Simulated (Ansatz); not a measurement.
Consider the substitution at a C–C bond: `C/[C]([AlH2])=C\F` + `N[Si](F)(F)F` → `CN[Si](F)(F)F` + `F/C=[CH]/[AlH2]`.

Gas-phase electronic energies from Ansatz, PBE0-D4/def2-TZVP geometries. CCSD(T)/CBS is the MP2 limit (def2-TZVPP, def2-QZVPP) plus CCSD(T) − MP2 in def2-TZVPP, frozen cores. This one scheme is used for every species. Double bonds are as drawn, so ΔE can hold a change between cis and trans. DFT in def2-TZVPP. B3LYP here is the variant with VWN-RPA as its local correlation; programs differ in this. Each species was taken in one conformer, which may not be the lowest.

`C/[C]([AlH2])=C\F`:

```xyz
11

C    -0.315   -0.107   -1.445
C    -0.108   -0.036    0.041
Al    1.525    0.510    0.928
C    -1.073   -0.357    0.898
F    -2.296   -0.766    0.520
H    -0.149    0.870   -1.908
H    -1.320   -0.440   -1.710
H     0.402   -0.791   -1.906
H     2.800    0.934    0.084
H     1.531    0.514    2.516
H    -0.997   -0.331    1.981
```

`N[Si](F)(F)F`:

Z-matrix (Å, degrees):
```
Si
F 1 1.578
F 1 1.574 2 105.7
N 1 1.672 2 115.9 3 -121.6
F 1 1.574 2 105.8 3 116.9
H 4 1.005 1 122.2 2 79.8
H 4 1.005 1 122.2 2 -80.3
```

`CN[Si](F)(F)F`:

Cartesian coordinates in Å:
```
C 0.093 0.552 1.306
N -0.572 -0.119 0.204
Si 0.102 -0.449 -1.287
F 0.798 0.831 -1.891
F -1.032 -0.952 -2.258
F 1.231 -1.554 -1.292
H -0.556 1.310 1.751
H 0.984 1.066 0.941
H 0.407 -0.144 2.090
H -1.456 -0.542 0.436
```

`F/C=[CH]/[AlH2]`:

Z-matrix (Å, degrees):
```
C
C 1 1.326
F 1 1.337 2 123.5
H 1 1.087 2 126.0 3 -180.0
Al 2 1.927 1 118.2 3 180.0
H 2 1.088 1 116.4 3 0.0
H 5 1.584 2 121.1 1 -180.0
H 5 1.587 2 117.0 1 0.0
```

```tsv
level	ΔE (kcal/mol)	difference from CCSD(T)/CBS
PBE-D4	9.7	-0.1
r2SCAN-D4	10.0	0.2
PBE0-D4	9.8	0.0
B3LYP-D4	8.9	-0.9
ωB97X-V	9.0	-0.8
ωB97M-V	9.5	-0.3
B2PLYP	9.2	-0.6
PBE	9.6	-0.2
r2SCAN	10.0	0.2
PBE0	9.6	-0.2
B3LYP	8.6	-1.2
HF/def2-TZVPP	7.4	-2.4
MP2/def2-TZVPP	10.5	0.7
SCS-MP2/def2-TZVPP	9.5	-0.3
CCSD/def2-TZVPP	9.2	-0.6
CCSD(T)/def2-TZVPP	9.5	-0.3
HF/def2-QZVPP	7.4	-2.4
MP2/def2-QZVPP	10.7	0.9
SCS-MP2/def2-QZVPP	9.6	-0.2
HF/CBS(def2)	7.3	-2.5
MP2/CBS(def2)	10.8	1.0
CCSD/CBS(def2)	9.5	-0.3
CCSD(T)/CBS	9.8	0
```

Largest T1 diagnostic among the species: 0.012.

In def2-TZVPP, CCSD(T) changes the Hartree–Fock value by +2.1 kcal/mol (the triples alone add +0.3 kcal/mol) and MP2 by +3.1 kcal/mol.
